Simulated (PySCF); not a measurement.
## UHF on Re (rhenium, neutral)

Configuration: [Xe] 4f14 5d5 6s2, high-spin 6S determinant. All numbers are calculated (PySCF 2.14, the spin-free X2C one-electron Hamiltonian (Gaussian nucleus), in ANO-RCC-VTZP).

| Quantity | Value |
| --- | --- |
| Total energy | -16687.644967 hartree |
| One-electron energy | -22901.3411 hartree |
| Hartree (Coulomb) energy | 6545.4857 hartree |
| Exchange energy | -331.7896 hartree |
| ⟨S²⟩ | 8.7930 |
| ⟨L²⟩ | 0.000 |
| Sum of ⟨r⟩ | 45.91 bohr |
| Sum of ⟨r²⟩ | 69.28 bohr² |
| Langevin diamagnetic susceptibility | -54.9 ×10⁻⁶ cm³/mol |

```json
{"shell": "1s β", "electrons": "1", "mean orbital energy (hartree)": "-2647.69037", "rms radius, mean of both spins (bohr)": "0.0204"}
{"shell": "1s α", "electrons": "1", "mean orbital energy (hartree)": "-2647.68915", "rms radius, mean of both spins (bohr)": "0.0204"}
{"shell": "2s α", "electrons": "1", "mean orbital energy (hartree)": "-464.32285", "rms radius, mean of both spins (bohr)": "0.0824"}
{"shell": "2s β", "electrons": "1", "mean orbital energy (hartree)": "-464.30662", "rms radius, mean of both spins (bohr)": "0.0824"}
{"shell": "2p α", "electrons": "3", "mean orbital energy (hartree)": "-406.47128", "rms radius, mean of both spins (bohr)": "0.0750"}
{"shell": "2p β", "electrons": "3", "mean orbital energy (hartree)": "-406.45507", "rms radius, mean of both spins (bohr)": "0.0750"}
{"shell": "3s α", "electrons": "1", "mean orbital energy (hartree)": "-109.82220", "rms radius, mean of both spins (bohr)": "0.210"}
{"shell": "3s β", "electrons": "1", "mean orbital energy (hartree)": "-109.82014", "rms radius, mean of both spins (bohr)": "0.210"}
{"shell": "3p α", "electrons": "3", "mean orbital energy (hartree)": "-92.38486", "rms radius, mean of both spins (bohr)": "0.212"}
{"shell": "3p β", "electrons": "3", "mean orbital energy (hartree)": "-92.38275", "rms radius, mean of both spins (bohr)": "0.212"}
{"shell": "3d α", "electrons": "5", "mean orbital energy (hartree)": "-71.88461", "rms radius, mean of both spins (bohr)": "0.194"}
{"shell": "3d β", "electrons": "5", "mean orbital energy (hartree)": "-71.87281", "rms radius, mean of both spins (bohr)": "0.194"}
{"shell": "4s α", "electrons": "1", "mean orbital energy (hartree)": "-24.14212", "rms radius, mean of both spins (bohr)": "0.468"}
{"shell": "4s β", "electrons": "1", "mean orbital energy (hartree)": "-24.12393", "rms radius, mean of both spins (bohr)": "0.468"}
{"shell": "4p α", "electrons": "3", "mean orbital energy (hartree)": "-18.29544", "rms radius, mean of both spins (bohr)": "0.498"}
{"shell": "4p β", "electrons": "3", "mean orbital energy (hartree)": "-18.27711", "rms radius, mean of both spins (bohr)": "0.498"}
{"shell": "4d α", "electrons": "5", "mean orbital energy (hartree)": "-10.69251", "rms radius, mean of both spins (bohr)": "0.538"}
{"shell": "4d β", "electrons": "5", "mean orbital energy (hartree)": "-10.66218", "rms radius, mean of both spins (bohr)": "0.538"}
{"shell": "5s α", "electrons": "1", "mean orbital energy (hartree)": "-3.79397", "rms radius, mean of both spins (bohr)": "1.12"}
{"shell": "5s β", "electrons": "1", "mean orbital energy (hartree)": "-3.59704", "rms radius, mean of both spins (bohr)": "1.12"}
{"shell": "5p α", "electrons": "3", "mean orbital energy (hartree)": "-2.25898", "rms radius, mean of both spins (bohr)": "1.30"}
{"shell": "4f α", "electrons": "7", "mean orbital energy (hartree)": "-2.21621", "rms radius, mean of both spins (bohr)": "0.637"}
{"shell": "4f β", "electrons": "7", "mean orbital energy (hartree)": "-2.19407", "rms radius, mean of both spins (bohr)": "0.637"}
{"shell": "5p β", "electrons": "3", "mean orbital energy (hartree)": "-1.95978", "rms radius, mean of both spins (bohr)": "1.30"}
{"shell": "5d α", "electrons": "5", "mean orbital energy (hartree)": "-0.44062", "rms radius, mean of both spins (bohr)": "2.01"}
{"shell": "6s α", "electrons": "1", "mean orbital energy (hartree)": "-0.32455", "rms radius, mean of both spins (bohr)": "3.55"}
{"shell": "6s β", "electrons": "1", "mean orbital energy (hartree)": "-0.22436", "rms radius, mean of both spins (bohr)": "3.55"}
```

Spin-orbit coupling, which splits the p, d and f shells strongly at this Z, is absent.

Densities and radii are taken from the X2C orbitals without a picture-change correction, which distorts them close to the nucleus.

Spin-orbit constants ζ (cm⁻¹) from the X2C one-electron operator on these orbitals: bare nucleus, nucleus screened by l(l+1)(2l+1)/3 electrons, and screened by the Breit-Pauli mean field of the electrons.

```
shell     bare  screened nucleus  mean field
   2p  7290000           7096000         n/a
   3p  1600000           1557000         n/a
   3d   248500            215300         n/a
   4p   367600            357800         n/a
   4d    49490             42890         n/a
   4f     9020              5652         n/a
   5p    49680             48360         n/a
   5d     3344              2898         n/a
```
